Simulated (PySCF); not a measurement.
Two species compared at the same levels of theory.

First species: hexafluoro-1,3-butadiene, C4F6.
InChI=1S/C4F6/c5-1(3(7)8)2(6)4(9)10

Second species: C3H12Si3.
SMILES: `C=CC[SiH]([SiH3])[SiH3]`

Levels: CAM-B3LYP/def2-SVPD for dipole moment, HOMO energy, LUMO energy, HOMO–LUMO gap, static isotropic polarisability and electronic spatial extent ⟨r²⟩ about the centre of nuclear charge; TDDFT CAM-B3LYP/def2-SVPD for lowest singlet excitation; TDA CAM-B3LYP/def2-SVPD for lowest triplet excitation (Tamm–Dancoff); GFN2-xTB for rotational constant A and rotational constant C. Geometries: GFN2-xTB. Each structure is a single optimised conformer of the isolated species, non-relativistic unless stated; the electronic structure was computed with PySCF and density fitting.

The conformers computed, where there is a choice (atom-mapped SMILES and torsion angles):
- `[F:1][C:2]([F:3])=[C:4]([F:5])[C:6]([F:7])=[C:8]([F:9])[F:10]`: C2–C4–C6–F7 0°
- `[CH2:1]=[CH:2][CH2:3][SiH:4]([SiH3:5])[SiH3:6]`: C1–C2–C3–Si4 101°, C2–C3–Si4–Si5 175°

| property | column X | column Y |
| --- | --- | --- |
| dipole moment | 0.59 D | 0.00 D |
| HOMO energy | -8.43 eV | -8.59 eV |
| LUMO energy | 0.53 eV | -0.31 eV |
| HOMO–LUMO gap | 8.96 eV | 8.28 eV |
| lowest singlet excitation | 6.33 eV | 5.71 eV |
| lowest triplet excitation (Tamm–Dancoff) | 4.26 eV | 3.19 eV |
| static isotropic polarisability | 125.3 au | 58.3 au |
| electronic spatial extent ⟨r²⟩ about the centre of nuclear charge | 1547 bohr² | 1502 bohr² |
| rotational constant A | 2.181 GHz | 2.467 GHz |
| rotational constant C | 0.784 GHz | 0.623 GHz |

(1) Which column belongs to which species?

(2) How does each property change from the first species to the second?

## Answers

(1) Column X is the second species and column Y the first. The first has 10 atoms and 78 electrons, the second 18 and 72.

(2) dipole moment +0.59 D; HOMO energy +0.16 eV; LUMO energy +0.84 eV; HOMO–LUMO gap +0.68 eV; lowest singlet excitation +0.62 eV; lowest triplet excitation (Tamm–Dancoff) +1.07 eV; static isotropic polarisability +67.0 au; electronic spatial extent ⟨r²⟩ about the centre of nuclear charge +45 bohr²; rotational constant A -0.286 GHz; rotational constant C +0.161 GHz.

On the first: The vertical singlet–triplet gap S1 − T1 is 2.52 eV (TDDFT singlet less Tamm–Dancoff triplet). The polarisability is 8.64 Å³ as a volume (1 au = 0.148185 Å³), or 0.75 au for each of the 78 electrons.

On the second: The vertical singlet–triplet gap S1 − T1 is 2.07 eV (TDDFT singlet less Tamm–Dancoff triplet; S1: HOMO→LUMO, weight 0.72; T1: HOMO→LUMO+1, weight 0.45). The principal polarisabilities are 102.7, 119.4 and 153.6 au; their mean is the isotropic value.
